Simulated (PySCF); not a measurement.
## Sc (scandium, neutral) across methods

[Ar] 3d2 4s1, high-spin 4F determinant (an excited configuration). Computed with PySCF 2.14 in x2c-QZVPPall with one added diffuse shell each of s, p, d, f, g type (12s8p6d4f3g, 121 functions), with the spin-free X2C one-electron Hamiltonian (Gaussian nucleus).

| method | E (hartree) | mean ε 3p β (eV) | mean ε 3d α (eV) | mean ε 4s α (eV) | Σ⟨r²⟩ (bohr²) | ⟨S²⟩ |
| --- | --- | --- | --- | --- | --- | --- |
| UHF | -763.25563 | -37.611 | -5.875 | -5.384 | 45.45 | 3.753 |
| PBE0 | -763.984 | -31.884 | -2.986 | -4.276 | 45.13 | 3.751 |
| r2SCAN | -764.140 | -30.341 | -2.165 | -3.886 | 45.17 | 3.751 |
| LDA | -762.198 | -29.766 | -1.980 | -3.980 | 45.53 | 3.750 |
| PBE | -763.957 | -29.710 | -2.017 | -3.818 | 46.01 | 3.750 |
| wB97M-V | -764.101 | -34.316 | -5.011 | -5.600 | 45.58 | 3.751 |
